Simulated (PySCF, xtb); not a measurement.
C3H5O, SMILES O=C(C)[CH2], multiplicity 2.

Harmonic wavenumbers (cm⁻¹) from GFN2-xTB run with xtb 6.7.1 at its own minimum, in rising order: 93, 348, 378, 379, 505, 624, 865, 951, 979, 1036, 1246, 1371, 1382, 1454, 1460, 1573, 3024, 3030, 3066, 3107, 3161.

Question: What does PBE-D3(BJ)/def2-SVP (PySCF 2.14.0) give at its own minimum? (The exact figures need the calculation; the answer reports its results.)

Answer: 57, 312, 375, 481, 512, 715, 805, 889, 966, 1017, 1229, 1314, 1379, 1396, 1403, 1596, 2973, 3054, 3073, 3108, 3202. Paired by order, the mean absolute difference is 37 cm⁻¹ and the zero-point energies are 42.9 and 42.7 kcal/mol.
